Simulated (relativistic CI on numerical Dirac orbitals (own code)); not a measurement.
# What each ingredient does to the levels of Pb⁴⁺

Base calculation: Dirac-Coulomb-Breit CI, KLI orbitals optimised for each configuration, QED by a radiative potential, valence Slater integrals scaled by 0.85, P86 correlation energy added to each configuration.

CI space (outside the closed core [Xe] 4f14): 5d¹⁰, 5d⁹6s, 5d⁹5f, 5d⁹6p, 5d⁹7s, 5d⁹6d, 5d⁹7p, 5d⁹7d, 5d⁹6f, 5d⁹5g, 5d⁹7f, 5d⁹6g. Double excitations out of closed p, d and f shells are left out; levels of such configurations are missing from the list, as are those of other unlisted configurations, and high levels can miss mixing partners.

Variants: (1) no correlation estimate; (2) self-excluded LDA correlation estimate; (3) QED terms removed; (4) non-relativistic limit. Shifts of the energy above 5d¹⁰ ¹S0, in cm⁻¹, for the lowest level and the first level of each name with at least 55 % of one term (blank where a level changes its place among those of its configuration and J or its character, or is not in the variant):

```tsv
Level	Base	Δ(1)	Δ(2)	Δ(3)	Δ(4)	Measured
5d¹⁰ ¹S0	0	0	0	0	0	0
5d⁹6s ³D3	117861	-4348	-616	-520	+69064	
5d⁹6s ³D2	122158	-4350	-615	-518	+64766	
5d⁹6s ³D1	138971	-4348	-616	-574	+47954	132711
5d⁹6s ¹D2	142912	-4350	-614	-566	+49425	135997
5d⁹6p ³P°2	202170	-6376	-653	-89	+48999	194803
5d⁹6p ³F°2	223471	-6376	-654	-137	+31478	217069
5d⁹6p ³P°1	225560	-6377	-653	-126	+25608	219488
5d⁹6p ³F°4	226359	-6376	-655	-104	+28591	221069
5d⁹6p ¹D°2	230344	-6376	-653	-107	+31513	223909
5d⁹6p ³D°3	232535	-6376	-653	-103		226511
5d⁹6p ¹P°1	233829	-6384	-640	-119		227835
5d⁹6p ³P°0	243773	-6376	-654	-159	+7395	237660
5d⁹6p ³D°1	250311	-6377	-652	-154		245277
5d⁹6p ³D°2	252938	-6376	-653	-156	+8919	247595
5d⁹6d ³S1	326169	-7988	+1302	-50	+21846	
5d⁹6d ¹P1	331473	-7987	+1301	-54	+22192	
5d⁹6d ³G5	331607	-7988	+1300	-55	+21651	
5d⁹6d ³F4	335063	-7988	+1301	-55		
5d⁹7s ³D3	339258	-7673	+3469	-194	+37483	338440
5d⁹6d ³P0	339611	-7994	+1311	-66	+14054	
5d⁹7s ¹D2	340125	-7669	+3477	-201
```

At this charge configurations can still be misplaced by up to about 7 % of their energy. Levels and lines within the n = 5 or 6 shells can be off by up to 10 % or somewhat more, and those that change n by about 2 %, since core polarisation is missing. 16 of the 21 excited levels that our extract of the measured tables holds in this range could be paired (the sources list more); they are missed by 5404 cm⁻¹ on average and 7501 at most, and levels without a partner can miss by more. Levels that differ in their count of f electrons can be misplaced by several ten thousand cm⁻¹, since the correlation energy of f electrons is missing or only estimated; rates across such gaps can be off by orders of magnitude.

Measured levels: Moore, Atomic Energy Levels, vol. III, NSRDS-NBS 35 (1971 reprint of NBS Circular 467, 1958).

Ionisation energy from the two ground configurations alone: base 68.73 eV; no correlation estimate 67.23 eV; self-excluded LDA correlation estimate 69.02 eV. The NIST ASD value (semi-empirical) is 68.8 eV.

LS names give the leading component of a level, which can be under half, so a name can repeat, a term be missing and a line seem to break the LS rules.
